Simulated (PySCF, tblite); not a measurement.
Isomers of C6H7ClNO (doublet state), one GFN2-xTB conformer each. Single-point energies are computed at B3LYP/pcH-1 (PySCF, gas phase, no added dispersion term), electronic only. GFN2-xTB treats the open shell by occupation alone, and not every SCF solution was tested for stability.

```json
{"SMILES": "C=C(C/C=C/Cl)C([NH])=O", "GFN2-xTB relative energy (kJ/mol)": "114.7"}
{"SMILES": "[H]/[C]=C(\\C/C=C\\Cl)C(N)=O", "GFN2-xTB relative energy (kJ/mol)": "141.5"}
{"SMILES": "C=C([CH]/C=C/Cl)C(N)=O", "GFN2-xTB relative energy (kJ/mol)": "0.0"}
{"SMILES": "[H]\\[C]=C/N=C/C(=C\\Cl)OC", "GFN2-xTB relative energy (kJ/mol)": "242.4"}
{"SMILES": "C=C(C/[C]=C\\Cl)C(N)=O", "GFN2-xTB relative energy (kJ/mol)": "115.0"}
{"SMILES": "[H]/[C]=C(\\C/C=C/Cl)C(N)=O", "GFN2-xTB relative energy (kJ/mol)": "140.6"}
{"SMILES": "C=C(C/C=[C]\\Cl)C(N)=O", "GFN2-xTB relative energy (kJ/mol)": "117.3"}
```

Conformers: `[CH2:1]=[C:2]([CH2:3]/[CH:4]=[CH:5]/[Cl:6])[C:7]([NH:8])=[O:9]` (doublet state) with C1–C2–C3–C4 -66°, C2–C3–C4–C5 -17°, C1–C2–C7–N8 -178°, C2–C7–N8–H 180°; `[H]/[C:1]=[C:2](\[CH2:3]/[CH:4]=[CH:5]\[Cl:6])[C:7]([NH2:8])=[O:9]` (doublet state) with C1–C2–C3–C4 98°, C2–C3–C4–C5 -102°, C1–C2–C7–N8 -7°, C2–C7–N8–H 178° and 2°; `[CH2:1]=[C:2]([CH:3]/[CH:4]=[CH:5]/[Cl:6])[C:7]([NH2:8])=[O:9]` (doublet state) with C1–C2–C3–C4 -174°, C2–C3–C4–C5 179°, C1–C2–C7–N8 -123°, C2–C7–N8–H 2° and 177°; `[H]\[C:1]=[CH:2]/[N:3]=[CH:4]/[C:5](=[CH:6]\[Cl:7])[O:8][CH3:9]` (doublet state) with C1–C2–N3–C4 -43°, N3–C4–C5–C6 175°, C4–C5–O8–C9 -7°; `[CH2:1]=[C:2]([CH2:3]/[C:4]=[CH:5]\[Cl:6])[C:7]([NH2:8])=[O:9]` (doublet state) with C1–C2–C3–C4 96°, C2–C3–C4–C5 -6°, C1–C2–C7–N8 -42°, C2–C7–N8–H -175° and -15°; `[H]/[C:1]=[C:2](\[CH2:3]/[CH:4]=[CH:5]/[Cl:6])[C:7]([NH2:8])=[O:9]` (doublet state) with C1–C2–C3–C4 98°, C2–C3–C4–C5 93°, C1–C2–C7–N8 -7°, C2–C7–N8–H 2° and 179°; `[CH2:1]=[C:2]([CH2:3]/[CH:4]=[C:5]\[Cl:6])[C:7]([NH2:8])=[O:9]` (doublet state) with C1–C2–C3–C4 96°, C2–C3–C4–C5 126°, C1–C2–C7–N8 -161°, C2–C7–N8–H 12° and 176°.

Question: What does B3LYP/pcH-1 give for the same structures?

Answer: 
```csv
SMILES,B3LYP/pcH-1 E (Eh),B3LYP/pcH-1 (kJ/mol),GFN2-xTB (kJ/mol),point group
C=C([CH]/C=C/Cl)C(N)=O,-823.00743,0.0,0.0,C1
C=C(C/[C]=C\Cl)C(N)=O,-822.95602,135.0,115.0,C1
C=C(C/C=[C]\Cl)C(N)=O,-822.95426,139.6,117.3,C1
[H]/[C]=C(\C/C=C\Cl)C(N)=O,-822.95388,140.6,141.5,C1
[H]/[C]=C(\C/C=C/Cl)C(N)=O,-822.95254,144.1,140.6,C1
C=C(C/C=C/Cl)C([NH])=O,-822.93841,181.2,114.7,C1
[H]\[C]=C/N=C/C(=C\Cl)OC,-822.87932,336.4,242.4,C1
```

Both levels put the same isomer lowest; measured from each level's own lowest isomer, the values differ by up to 94.0 kJ/mol ([H]\[C]=C/N=C/C(=C\Cl)OC: 242.4 against 336.4). As drawn, the lowest has an N–H bond, which the highest lacks. Neighbours under 21 kJ/mol apart (C=C(C/[C]=C\Cl)C(N)=O and C=C(C/C=[C]\Cl)C(N)=O; C=C(C/C=[C]\Cl)C(N)=O and [H]/[C]=C(\C/C=C\Cl)C(N)=O; [H]/[C]=C(\C/C=C\Cl)C(N)=O and [H]/[C]=C(\C/C=C/Cl)C(N)=O) can change places with a better method, another conformer or zero-point energy. [H]/[C]=C(\C/C=C\Cl)C(N)=O and [H]/[C]=C(\C/C=C/Cl)C(N)=O are stereoisomers, 3.5 kJ/mol apart in the conformers taken.

Question: What happens when harmonic zero-point energies from GFN2-xTB frequencies are added?

Answer: 
```csv
SMILES,ZPE (kJ/mol),electronic (kJ/mol),with ZPE (kJ/mol)
C=C([CH]/C=C/Cl)C(N)=O,299.5,0.0,0.0
C=C(C/[C]=C\Cl)C(N)=O,298.8,135.0,134.3
C=C(C/C=[C]\Cl)C(N)=O,302.5,139.6,142.6
[H]/[C]=C(\C/C=C\Cl)C(N)=O,298.3,140.6,139.4
[H]/[C]=C(\C/C=C/Cl)C(N)=O,298.3,144.1,142.9
C=C(C/C=C/Cl)C([NH])=O,298.1,181.2,179.7
[H]\[C]=C/N=C/C(=C\Cl)OC,293.9,336.4,330.7
```

The zero-point energies span 8.6 kJ/mol. The lowest isomer stays, but the order above it changes.
